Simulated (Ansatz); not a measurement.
**Cost against result**

The pair of OH⁻ (SMILES [OH-], atoms 1–2) and CH₃I (SMILES CI, atoms 3–7), both closed shells, in one local arrangement (a lower one may exist), relaxed at PBE0-D4/def2-TZVPD:

| atom | x (Å) | y (Å) | z (Å) |
| --- | --- | --- | --- |
| O1 | -0.9125 | -0.1975 | -1.7480 |
| H2 | -0.2831 | 0.1483 | -2.3878 |
| C3 | 0.0164 | -0.0862 | 0.7984 |
| I4 | 1.9902 | 0.7684 | 1.0223 |
| H5 | -0.6207 | 0.5384 | 1.4256 |
| H6 | -0.2937 | -0.0884 | -0.3430 |
| H7 | 0.1034 | -1.0829 | 1.2324 |

Interaction energies are counterpoise-corrected; the time is that of the whole pair.

Computed with Ansatz 0.2.0 (basis: as named in each row); correlated methods freeze the cores. Filled d shells of the heavier atoms are correlated. Core potentials replace the inner electrons of the atoms past krypton. The def2 sets are not built for correlating such inner shells, so the correlated values are less sure here. B3LYP uses VWN-RPA correlation. Extrapolation: Hartree–Fock as exp(−7.88 √X), correlation as X^−2.97.

Times are rough, for one single point on 4 threads of a shared host (Arm Neoverse V1).

The estimate by CCSD(T) at an estimated basis limit (MP2 extrapolated from triple and quadruple zeta, plus CCSD(T) − MP2 in triple zeta) is -90.5 kJ/mol.

```csv
method,basis,time (s),interaction energy (kJ/mol),method less estimate
SPW92,def2-SVP,under 1,-145.6,-55.1
PBE-D4,def2-SVP,under 1,-123.0,-32.5
PBE0-D4,def2-SVP,under 1,-123.4,-32.9
revPBE-D4,def2-TZVPPD,1,-90.5,0.0
BLYP-D4,def2-TZVPPD,2,-87.3,3.2
CCSD(T),def2-SVP,2,-91.5,-1.0
HSE06-D4,def2-TZVPPD,2,-100.5,-10.0
PBE-D4,def2-TZVPPD,2,-97.7,-7.2
wB97M-V,def2-SVP,3,-111.9,-21.4
B3LYP-D4,def2-TZVPPD,3,-92.0,-1.5
PBE0-D4,def2-TZVPPD,3,-100.0,-9.5
r2SCAN-D4,def2-TZVPPD,4,-100.5,-10.0
B2PLYP,def2-TZVPPD,4,-85.2,5.3
B97M-V,def2-TZVPPD,6,-91.7,-1.2
wB97X-V,def2-TZVPPD,7,-89.8,0.7
wB97M-V,def2-TZVPPD,9,-90.7,-0.2
MP2,def2-QZVPPD,18,-87.6,2.9
CCSD(T),def2-TZVPPD,88,-84.1,6.4
```

The T1 diagnostic stays at or below 0.026.
